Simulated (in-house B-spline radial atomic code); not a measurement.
Response of Cs⁷⁺ as one setting changes: the share of exact exchange in a PBE hybrid. A dash marks a strongly mixed or unbound state. Computed with an all-electron radial atomic-structure program (B-spline basis): linear response of the closed shell [Kr] 4d10 5s2 with the functional's adiabatic kernel; scalar-relativistic (spin-free one-electron X2C), finite nucleus, no spin-orbit coupling, no double excitations, S, P, D and F terms only; shells from n = 3 respond. Only terms of natural parity with L up to 3 were computed.

Spin-orbit coupling is strong here, so these LS terms don't match observed levels.

```csv
share of exact exchange in a PBE hybrid,lowest 1P (eV),"lowest 3P, Tamm-Dancoff (eV)",minus highest occupied level (eV),α (bohr³)
0,5s → 5p 20.017,5s → 5p 15.493,104.62,3.701
0.1,?,?,?,?
0.2,5s → 5p 19.706,5s → 5p 15.125,105.64,3.803
0.3,5s → 5p 19.548,5s → 5p 14.941,106.14,3.857
0.4,5s → 5p 19.389,5s → 5p 14.758,106.65,3.913
0.5,5s → 5p 19.228,5s → 5p 14.574,107.15,3.971
0.6,5s → 5p 19.065,5s → 5p 14.391,107.65,4.03
0.7,5s → 5p 18.901,5s → 5p 14.208,108.15,4.092
0.8,?,?,?,?
0.9,5s → 5p 18.567,5s → 5p 13.842,109.15,4.223
1,5s → 5p 18.398,5s → 5p 13.659,109.65,4.292
```

(1) What belongs in the row for 0.8?

(2) What belongs in the row for 0.1?

Results:

(1) lowest 1P (eV): 5s → 5p 18.735; lowest 3P, Tamm-Dancoff (eV): 5s → 5p 14.025; minus highest occupied level (eV): 108.65; α (bohr³): 4.157.

(2) lowest 1P (eV): 5s → 5p 19.863; lowest 3P, Tamm-Dancoff (eV): 5s → 5p 15.309; minus highest occupied level (eV): 105.13; α (bohr³): 3.751.
